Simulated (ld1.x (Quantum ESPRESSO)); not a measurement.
**How hard is this phosphorus (P) TM potential?**

| Quantity | Value |
| --- | --- |
| Element | P (Z = 15) |
| Generator | ld1.x (Quantum ESPRESSO) 7.5 |
| Type | norm-conserving Troullier–Martins (Kleinman–Bylander form) |
| Functional | revPBE |
| Relativity | scalar-relativistic |
| Frozen core | [Ne] |
| Valence charge | 5 |
| Reference configuration | 3s2 3p3 |
| Partial waves | 3p (bound): rc 1.85 bohr; 3d channel at -0.1 Ry: rc 1.75 bohr; 3s (bound): rc 1.55 bohr |
| Local potential | the s channel |
| Core correction | none |

The pseudo-atom Hamiltonian at the reference potential is diagonalised in spherical Bessel functions j_l(qr) that vanish at 20 bohr, with q² up to the cutoff. All-electron valence levels (Ry): 3p -0.4028, 3s -1.0247.

**Question.** How do the lowest levels (Ry) of each channel move with the cutoff, and are there ghosts?

**Answer.**

```csv
cutoff (Ry),p #1,d #1,s #1,f #1,Σ f·Δε (mRy)
8,-0.3992,0.0602,-0.9457,0.1122,168.7
15,-0.4017,0.0600,-1.0130,0.1122,26.7
21,-0.4024,0.0599,-1.0204,0.1122,9.9
35,-0.4028,0.0598,-1.0223,0.1122,4.8
45,-0.4028,0.0598,-1.0241,0.1122,1.2
60,-0.4028,0.0598,-1.0246,0.1122,0.2
400,-0.4028,0.0598,-1.0247,0.1122,0.0
```

Result: no extra level below or beside the all-electron valence levels (p, d, s, f tested); 10 mRy is reached at 21 Ry and 1 mRy at 50 Ry.
